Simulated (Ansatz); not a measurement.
Zr2P2, relaxed as a triplet with UKS PBE-D4/def2-SVP in Ansatz, starting from the PBE-D4/def2-SVP geometry of the neutral singlet. Force threshold 0.02 eV/Å.

In the def2 sets Zr takes a core potential; there is no spin–orbit coupling. The structure comes from a short search, and lower isomers may exist.

Start:

| atom | x (Å) | y (Å) | z (Å) |
| --- | --- | --- | --- |
| Zr1 | 0.975 | -0.330 | -0.999 |
| Zr2 | -0.398 | 0.952 | 0.997 |
| P3 | -1.244 | 0.572 | -1.222 |
| P4 | 0.666 | -1.194 | 1.224 |

```csv
step,energy (eV),largest force component (eV/Å),SCF passes
1,-21124.3046,0.369,35
2 (rejected),-21124.2996,0.508,41
3,-21124.3296,0.034,38
4,-21124.3302,0.010,37
```

Force components are those of the run's own axes.

End:

Cartesian coordinates in Å:
```
Zr 0.9544 -0.3276 -0.9814
Zr -0.3944 0.9308 0.9795
P -1.2644 0.6083 -1.2601
P 0.7043 -1.2116 1.2620
```

By distances, no bond broke or formed. The bond that changes most is Zr2–P3, from 2.41 to 2.42 Å (atoms count from 1).

No frequencies were taken in this run, so the end may be a saddle point.

Run time 13 s (4 threads of Arm Neoverse V2 on a shared host).
